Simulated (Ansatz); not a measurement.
Total energies of C₃H₇AlSi, SMILES `CC1=C[SiH]1[AlH2]`.

Cartesian coordinates in Å:
```
C -0.900 -1.561 1.175
C -0.253 -0.283 0.815
C 0.718 0.511 1.213
Si -0.132 1.224 -0.253
Al 0.916 1.043 -2.435
H -0.427 -2.024 2.045
H -1.959 -1.402 1.394
H -0.854 -2.260 0.335
H 1.462 0.540 2.000
H -1.125 2.311 0.007
H 1.960 -0.135 -2.660
H 0.594 2.035 -3.636
```

The species carries charge 0 and has multiplicity 1. All single points use the PBE0-D4/def2-TZVP geometry. Basis def2-TZVPP, Ansatz 0.2.0.

RPA on PBE orbitals: Hartree–Fock energy of these orbitals -648.44623 Eh, correlation -1.20131 Eh (frozen core).

```
functional  energy without D4 (Eh)  D4 term (kJ/mol)
 CAM-B3LYP              -650.36246             -22.5
    B2PLYP              -650.07515                 –
```

Task: Give the same for LDA (SPW92), PBE, revPBE, BLYP, r2SCAN, B97M-V, PBE0, B3LYP, r2SCANh, r2SCAN0, HSE06 (plane-wave form), BHLYP, LC-ωPBE, ωB97X-V, ωB97M-V, PBE-QIDH. (Estimate.)

Result: Computed: 
```tsv
functional	energy without D4 (Eh)	D4 term (kJ/mol)
LDA (SPW92)	-647.09127	–
PBE	-649.97593	-25.6
revPBE	-650.28373	-72.4
BLYP	-650.36498	-55.1
r2SCAN	-650.29852	-6.4
B97M-V	-650.30945	–
PBE0	-650.04337	-21.9
B3LYP	-650.47749	-41.3
r2SCANh	-650.28974	-6.9
r2SCAN0	-650.27771	-7.7
HSE06 (plane-wave form)	-650.02336	-20.6
BHLYP	-650.34989	-33.4
LC-ωPBE	-650.16557	–
ωB97X-V	-650.30578	–
ωB97M-V	-650.32199	–
PBE-QIDH	-649.84707	–
```

B3LYP takes the VWN-RPA correlation (the form of Gaussian; ORCA's B3LYP/G). HSE06 is the plane-wave form, built on full-range PBE exchange. The double hybrids freeze the cores in their second-order part.

LC-ωPBE has ω = 0.4 bohr⁻¹.
